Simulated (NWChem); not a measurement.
# CH5NOSi2; SMILES O[Si@@H]1C=N[SiH2]1

Program: NWChem. All runs use the structure optimised with PBE0/def2-SVP. Level: PBE0/def2-SVP with SMD, gas-phase geometry; reactions with the solvents are ignored. One conformer.

```json
[
 {"SMD term (kcal/mol)": "distortion of the solute's density", "water": "1.31", "toluene": "0.24"},
 {"SMD term (kcal/mol)": "polarisation", "water": "-9.48", "toluene": "-3.22"},
 {"SMD term (kcal/mol)": "cavity, dispersion and structure", "water": "3.76", "toluene": "-0.12"}
]
```

Task: Sum the solvation free energies, find the transfer free energy from water to toluene and the partition coefficient at 298.15 K.

Result: 
1. ΔG(solv, water) = -4.41 kcal/mol and ΔG(solv, toluene) = -3.10 kcal/mol (1 M gas to 1 M solution).
2. Transfer: -3.10 − (-4.41) = 1.31 kcal/mol.
3. log₁₀ K(toluene/water) = −ΔG/(RT ln 10) = -1.31/1.364 = -1.0, so the model puts more of the solute in water.
4. Of the transfer energy, 5.19 kcal/mol is electrostatic and -3.88 comes from the non-electrostatic term. The two phases are taken as the pure solvents.
